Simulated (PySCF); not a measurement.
Ge(OH)4 (GeH₄O₄), SMILES [OH][Ge]([OH])([OH])[OH].

The structure is a stationary point at PBE0-D3(BJ)/def2-SVP. The isomer is the one that the SMILES or the coordinates give; other isomers of the formula were not compared. Other conformers were not sampled.

These are PySCF with PBE0-D3(BJ)/def2-SVP values and carry that method's errors.

Frequencies are harmonic and unscaled.

Modes within 1.5 cm⁻¹ of each other (mostly degenerate sets) share a row, with their intensities summed.

Computed normal modes with their intensities:
| mode | ν (cm⁻¹) | IR (km/mol) | moving atoms (share of kinetic energy) |
|---|---|---|---|
| 1 | 153 | 128.4 | O 59 %, H 40 % |
| 2 | 171 | 0.0 | H 62 %, O 38 % |
| 3–4 | 223 | 2.9 | H 56 %, O 32 %, Ge 12 % |
| 5 | 226 | 0.0 | O 63 %, H 37 % |
| 6 | 267 | 10.5 | O 61 %, Ge 24 %, H 15 % |
| 7–8 | 284 | 177.8 | H 48 %, O 41 %, Ge 11 % |
| 9 | 341 | 235.9 | H 57 %, O 41 % |
| 10 | 709 | 0.0 | O 98 % |
| 11 | 754 | 131.2 | O 77 %, Ge 21 % |
| 12–13 | 769 | 257.9 | O 75 %, Ge 22 % |
| 14 | 884 | 0.0 | H 94 % |
| 15 | 906 | 91.9 | H 89 %, O 11 % |
| 16–17 | 921 | 339.1 | H 86 %, O 10 % |
| 18–20 | 3901 | 383.8 | H 94 % |
| 21 | 3904 | 0.0 | H 94 % |
